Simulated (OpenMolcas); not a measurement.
Ru3+: ligand-field states by method

Ru3+ with 6 ligands (chloride) in octahedral coordination (Oh) at 2.41 Å. A charge of +0.5 e stands 2.6 Å behind each ligand. Ligand basis ANO-RCC-VDZP.

- Program: OpenMolcas
- Basis: ANO-RCC-VTZP [7s6p4d2f1g]
- Scalar Hamiltonian: DKH2, point nucleus
- Active space: 5 electrons in 5 orbitals (4d)
- State averaging: 2S+1 = 6 even, 1 root; 2S+1 = 4 even, 24 roots; 2S+1 = 2 even, 75 roots
- Spin-orbit coupling: RASSI with atomic mean-field integrals over the reference wave functions

I. CASSCF
II. SS-CASPT2, IPEA 0.25 Eh, imaginary shift 0.1 Eh (closed shells correlated: 4s 4p and the ligand valence shells)

Spin-free states (labels of O, the rotations of Oh) in cm-1, each column counted from its own energy of the first state listed:

```json
{"State": "6A1", "Degeneracy": "1", "I": "0", "II": "0"}
{"State": "2T2", "Degeneracy": "3", "I": "5232", "II": "-12490"}
{"State": "2S+1 = 4", "Degeneracy": "3", "I": "7585", "II": "-2590"}
{"State": "2S+1 = 4", "Degeneracy": "3", "I": "12607", "II": "680"}
{"State": "2S+1 = 2", "Degeneracy": "3", "I": "17524", "II": "2640"}
{"State": "2A2", "Degeneracy": "1", "I": "18462", "II": "2730"}
{"State": "2S+1 = 2", "Degeneracy": "3", "I": "20110", "II": "4920"}
{"State": "2S+1 = 4", "Degeneracy": "1", "I": "21153", "II": "13140"}
{"State": "4E", "Degeneracy": "2", "I": "21811", "II": "13060"}
{"State": "2E", "Degeneracy": "2", "I": "21943", "II": "5820"}
{"State": "2S+1 = 4", "Degeneracy": "3", "I": "25497", "II": "15930"}
```

II puts a state of multiplicity 2 lowest, 12000 cm-1 below that state.

From I to II, I's first state of another spin (2T2) moves from 5232 to -12490 cm-1, by about -18000 cm-1.

I: A least-squares ligand-field fit to the states below 45000 cm-1, each weighted by its degeneracy and with a free common offset, gives 10Dq = 16784 cm-1, B = 665 cm-1 and C = 2942 cm-1 (C/B = 4.42), with an rms deviation of 609 cm-1. The same method and metal basis give the free ion B = 912 cm-1 (fit to its terms below 60000 cm-1, rms deviation 26 cm-1), so the nephelauxetic ratio is β = 665 / 912 = 0.73; it hangs on how both fits weigh the states, and computed free-ion B values tend to be too large, so β mixes covalency with correlation.

χT at 300 K: I 4.29, II 0.65 cm3 K/mol.

Roots that are degenerate in the reference are averaged as groups; the widest CASPT2 spread within a group is 420 cm-1 (the 3-fold group of multiplicity 2 near 35900 cm-1 above the lowest state of its run, II). Shifts and gaps below about the spread of the groups concerned are not significant. Over all roots computed the reference weight is 0.63 to 0.65 in II; a low but even weight reflects the number of correlated electrons. The least metal-like active orbital is 80 % on the metal (Löwdin) and no ligand orbital is active, so the numbers are rough. Ligand-to-metal charge-transfer states are missing. With no ligand orbital active B as a rule stays too high, so bands that hang on it stand too high and its fall with covalency is understated. Without dynamic correlation the repulsion within the d shell is too large (B by tens of per cent), so at a given field states of lower spin stand too high (holds for I). This shell can be high or low spin here, a state of another spin lies low, and with metal d orbitals alone active their balance is uncertain, so the ground spin may be wrong (holds for I). With metal d orbitals alone the field can be off either way by tens of per cent (holds for I). An orbital triplet at a regular site is open to Jahn-Teller coupling, which can distort the site and quench the lowest spin-orbit gaps and is left out (holds for II). This shell can be high or low spin here, a state of another spin lies low, and with metal d orbitals alone active their balance is uncertain, so the ground spin may be wrong, although the usual error favours high spin (holds for II). These CASPT2 states fit no ligand-field parameters well, so their order and spin gaps are uncertain (holds for II). With one d shell and no ligand orbital active, 10Dq can be off by a tenth or more (holds for II). The distance lies 1 % under the 2.44 Å that this model takes as the normal distance (a Shannon-type radius plus a fixed donor radius); by an R⁻⁵ law this alone changes a d-shell field by about +6 %. No measured value stands beside these numbers; the geometry is a model, was not optimised and need not be the one that this ion takes.

A state without a sure symmetry label is named by its multiplicity alone.
